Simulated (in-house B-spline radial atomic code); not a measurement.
Configurations of Ti, with energies counted from [Ar] 3d2 4s2. Level of theory: non-relativistic r2SCAN, spin-polarised, spherical fractional occupations, point nucleus; calculated with a radial B-spline atomic code at the basis-set limit. Shells without spins written out take the highest spin.

Occupations are held fixed; configurations that lie above the ionisation limit could autoionise.

```json
{"configuration": "[Ar] 3d(1 up, 1 down) 4s2", "E - E(ref) (eV)": "1.0583", "highest orbital": "3d up", "its <r> (bohr)": "1.607"}
{"configuration": "[Ar] 3d2 4s1 5p1", "E - E(ref) (eV)": "4.5998", "highest orbital": "5p up", "its <r> (bohr)": "11.28"}
{"configuration": "[Ar] 3d(1 up, 0 down) 4s2 5p(1 up, 0 down)", "E - E(ref) (eV)": "8.6313", "highest orbital": "5p up", "its <r> (bohr)": "10.75"}
{"configuration": "[Ar] 3d1 4s2 4d1", "E - E(ref) (eV)": "8.8188", "highest orbital": "4d up", "its <r> (bohr)": "9.075"}
{"configuration": "[Ne] 3s2 3p5 3d3 4s2", "E - E(ref) (eV)": "32.317", "highest orbital": "4s down", "its <r> (bohr)": "3.771"}
{"configuration": "[Ne] 3s2 3p(2 up, 3 down) 3d(0 up, 2 down) 4s2 5p(0 up, 1 down)", "E - E(ref) (eV)": "42.78", "highest orbital": "5p down", "its <r> (bohr)": "10.6"}
```

(1) Order these further configurations by energy, lowest first.
A. [Ar] 3d1 4s2 4p1
B. [Ar] 3d2 4s1 5d1
C. [Ne] 3s2 3p5 3d2 4s2 4d1
D. [Ar] 3d(1 up, 0 down) 4s2 5f(0 up, 1 down)
E. [Ar] 3d3 4s1

(2) How far above the reference does [Ar] 3d(0 up, 2 down) 4s(0 up, 1 down) 5s(0 up, 1 down) lie?

(3) How far above the reference does [Ar] 3d1 4s2 4f1 lie?

(4) Is the reference the lowest configuration at this level of theory?

## Answers

(1) E (-0.60566 eV), A (5.2033 eV), B (5.4233 eV), D (9.8832 eV), C (42.966 eV).

(2) 4.0002 eV; its least bound orbital is 5s down with <r> = 8.965 bohr.

(3) 9.6007 eV; its least bound orbital is 4f up with <r> = 17.88 bohr.

(4) No: [Ar] 3d3 4s1 lies 0.6057 eV lower with this functional.
